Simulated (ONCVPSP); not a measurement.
**Zr: from the effect back to the setting (ONCV)**

Base potential:

| Quantity | Value |
| --- | --- |
| Element | Zr |
| Generator | ONCVPSP 4.0.1 |
| Type | optimised norm-conserving Vanderbilt (ONCV) |
| Functional | LDA (Perdew-Wang 92) |
| Relativity | scalar-relativistic |
| Frozen core | [Ar] 3d10 |
| Valence charge | 12 |
| Reference configuration | 4s2 4p6 4d2 5s1.75 5p0.25 |
| Partial waves | 4s+5s: rc 2.00 bohr, ncon 4, nbas 7, qcut 7.1 1/bohr, 2 projectors; 4p+5p: rc 2.45 bohr, ncon 4, nbas 8, qcut 6.5 1/bohr, 2 projectors; 4d: rc 1.80 bohr, ncon 3, nbas 7, qcut 6.3 1/bohr, 2 projectors, debl 0.6 Ha |
| Local potential | polynomial inside 1.30 bohr (lpopt 5, dvloc0 1 Ha) |
| Core correction | Teter function, fcfact 2.75, rcfact 1.75 |

Cutoffs, loose and tight: the cutoffs (Ha) at which the residual kinetic energy of the hardest occupied pseudo-wave falls to 1 and 0.1 mHa per electron. They do not see the model core or the augmentation charge, which bear on the density cutoff. Test errors are all-electron minus pseudo excitation energies from the reference, over the configurations 4s2 4p6 4d2 5s2 5p0; 4s2 4p6 4d2 5s1 5p0; 4s2 4p6 4d2 5s0 5p0; 4s1 4p6 4d2 5s2 5p0; variants that change the core or the reference have their own tests.

Only the scale of all radii but the core radius (base = 1) is moved:

```tsv
scale of all radii but the core radius (base = 1)	cutoff, loose	cutoff, tight	bound ghosts	largest test error (meV)	median size of the test errors
0.78	20 Ha	23 Ha	none	-31	2.5 meV
0.86	18 Ha	21 Ha	none	-55	2.8 meV
1.07	14 Ha	17 Ha	none	-184	4.0 meV
1.13	14 Ha	17 Ha	none	-213	4.2 meV
1.2	13 Ha	16 Ha	none	-262	4.6 meV
1.3	13 Ha	15 Ha	none	-381	5.4 meV
```

Task: One more run gave cutoff, loose: 16 Ha; cutoff, tight: 19 Ha; bound ghosts: none; largest test error (meV): -110; median size of the test errors: 3.4 meV. Which value of the scale of all radii but the core radius (base = 1) was used?

Result: 0.96. The median size of the test errors moves one way along this sweep, from 2.5 meV at 0.78 to 5.4 meV at 1.3, which places the run between 0.86 and 1.07.
